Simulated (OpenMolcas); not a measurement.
Levels of Nb⁺ by method

```yaml
Program: OpenMolcas 26.06
Basis: ANO-RCC-VQZP [8s7p5d3f2g1h]
Scalar_Hamiltonian: DKH2, point nucleus
Active_space: 4 electrons in 11 orbitals (4d 5s 5d)
State_averaging: 2S+1 = 5 even, 15 roots; 2S+1 = 3 even, 45 roots kept (CI in the orbitals of an earlier block); 2S+1 = 1 even, 37 roots kept (CI in the orbitals of an earlier block, 27 in the spin-orbit step)
Spin-orbit_coupling: RASSI with atomic mean-field integrals over the reference wave functions, term energies averaged over their components
```

Methods on the same reference wave functions:
A. CASSCF
B. SS-CASPT2, IPEA 0.25 Eh, imaginary shift 0.1 Eh (closed shells correlated: 4s 4p)
C. MS-CASPT2, IPEA 0.25 Eh, imaginary shift 0.1 Eh (closed shells correlated: 4s 4p)

Energies in cm⁻¹ above 4d⁴ ⁵D₀, the measured ground level; measured values from NIST Handbook of Basic Atomic Spectroscopic Data.

```json
{"Level": "4d⁴ ⁵D₀", "A": "0.0", "B": "0.0", "C": "0.0", "Measured": "0.0"}
{"Level": "4d⁴ ⁵D₁", "A": "143", "B": "149", "C": "149", "Measured": "159"}
{"Level": "4d⁴ ⁵D₂", "A": "408", "B": "420", "C": "420", "Measured": "438"}
{"Level": "4d⁴ ⁵D₃", "A": "769", "B": "781", "C": "783", "Measured": "801"}
{"Level": "4d⁴ ⁵D₄", "A": "1208", "B": "1211", "C": "1217", "Measured": "1225"}
{"Level": "4d³ 5s ⁵F₁", "A": "1749", "B": "2240", "C": "2240", "Measured": "2357"}
{"Level": "4d³ 5s ⁵F₂", "A": "2016", "B": "2500", "C": "2500", "Measured": "2629"}
{"Level": "4d³ 5s ⁵F₃", "A": "2415", "B": "2900", "C": "2900", "Measured": "3030"}
{"Level": "4d³ 5s ⁵F₄", "A": "2940", "B": "3430", "C": "3430", "Measured": "3543"}
{"Level": "4d³ 5s ⁵F₅", "A": "3582", "B": "4070", "C": "4070", "Measured": "4146"}
{"Level": "4d⁴ ³P₀", "A": "6808", "B": "5700", "C": "5700", "Measured": "5562"}
{"Level": "4d⁴ ³P₁", "A": "7350", "B": "6230", "C": "6230", "Measured": "6192"}
{"Level": "4d⁴ ³P₂ [51 %]", "A": "8448", "B": "7260", "C": "7300", "Measured": ""}
{"Level": "4d⁴ ³F₂ [53 %]", "A": "8961", "B": "7370", "C": "7000", "Measured": ""}
{"Level": "4d⁴ ³F₃", "A": "9376", "B": "7750", "C": "7530", "Measured": ""}
{"Level": "4d⁴ ³F₄", "A": "9899", "B": "8280", "C": "8150", "Measured": ""}
{"Level": "4d⁴ ³H₄", "A": "11686", "B": "9810", "C": "9810", "Measured": ""}
{"Level": "4d⁴ ³H₅", "A": "11985", "B": "10120", "C": "10120", "Measured": ""}
{"Level": "4d³ 5s ⁵P₁", "A": "12163", "B": "10670", "C": "10670", "Measured": ""}
{"Level": "4d⁴ ³G₃", "A": "12218", "B": "10470", "C": "10450", "Measured": ""}
{"Level": "4d⁴ ³H₆", "A": "12311", "B": "10430", "C": "10430", "Measured": ""}
{"Level": "4d³ 5s ⁵P₂", "A": "12399", "B": "10880", "C": "10890", "Measured": ""}
{"Level": "4d⁴ ³G₄", "A": "12610", "B": "10870", "C": "10840", "Measured": ""}
{"Level": "4d³ 5s ⁵P₃", "A": "12880", "B": "11400", "C": "11400", "Measured": ""}
```

Deviations, from unrounded energies. A percentage is the sum of absolute deviations over the sum of measured energies, with the sign that they share, or ± where signs differ.

| Against measurement | Levels | A | B | C |
| --- | --- | --- | --- | --- |
| mean absolute deviation (cm-1) | 11 | 500 | 74 | 73 |
| fine structure of the ground term (%) | 4 | -3.7 | -2.4 | -2.1 |
| other terms of the ground configuration (%) | 2 | +20.4 | +1.6 | +1.5 |
| other configurations (%) | 5 | -19.1 | -3.6 | -3.6 |

B, C lie about equally close to measurement and A furthest from it. The largest miss of C in the table is 4d⁴ ³P₀, by +140 cm-1. The ranking rests on the paired levels alone, and a cruder setting can come out closer through cancelling errors.

Between B and C the level of the table that moves most is 4d⁴ ³F₂ [53 %], by 370 cm-1 (lowest in C, highest in B). Moves below CASPT2's spread within the term are not significant.

The two smallest mean deviations differ by little beside CASPT2's spread within terms, so their order carries little weight.

From A to B the spin-free energies of the other terms of 4d⁴ shown, above ⁵D, scale by factors of 0.81 to 0.85, as is usual when dynamic correlation screens the repulsion within a d or f shell.

The lowest spin-free term lies below A's lowest term by 0.348 hartree in B, 0.348 hartree in C.

CASPT2 does not keep the components of a term degenerate, so their means are used; among the terms shown or strongly mixed into the levels shown the widest spread is 890 cm-1 (4d³ 5s ⁵F, C). Some high roots are left out of the spin-orbit mixing, which shifts the levels that they would mix with. Terms from blocks run as CI alone lack orbitals of their own. Active for correlation alone: 5d; no level in the range computed is led by a configuration that fills it, so any true level of that kind is missing. Without dynamic correlation excited terms often stand tens of per cent too high (terms of higher spin than the ground term too low), and those without a measured partner can miss by more than the paired ones (holds for A). Measured partners are found by configuration, term and J. A level has none where our copy of the source lacks it or the pairing is in doubt (some pairs that miss far off the trend of their configuration count as doubtful), and it then counts in no deviation. Only configurations of the active space appear. Levels that lie high or do not pair safely by name in every column are left out.

A share in square brackets marks a mixed level and gives the weight of the term that names it, the lowest over the columns.
